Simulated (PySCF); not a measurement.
# Rb⁺: ionisation energy

Rb⁺ [Kr] (1S) → Rb²⁺ [Ar] 3d10 4s2 4p5 (2P), as a difference of total energies. Calculation: PySCF 2.14, in def2-SVP with the def2 core potential (28 electrons) (5s3p2d, 24 functions); scalar relativity through the core potential. Correlated levels: valence: 4s2 frozen. The calculations carry no spin-orbit coupling.

| method | ionisation energy (eV) |
| --- | --- |
| UHF | 26.633 |
| B3LYP | 27.577 |
| PBE | 27.461 |
| MP2 (valence) | 27.122 |
| SCS-MP2 (valence) | 27.099 |
| CCSD (valence) | 27.168 |
| CCSD(T) (valence) | 27.178 |

Q: How much does correlation contribute at CCSD(T) (valence)?

A: 27.178 − (26.633) = 0.545 eV, measured against UHF.

The reference lies between the lowest fine-structure levels, while these numbers refer to the centres of the terms.

Errors of the correlated levels include the incompleteness of this basis and the frozen core.

For comparison: 27.290 eV (measured; NIST Atomic Spectra Database, ionization energies).
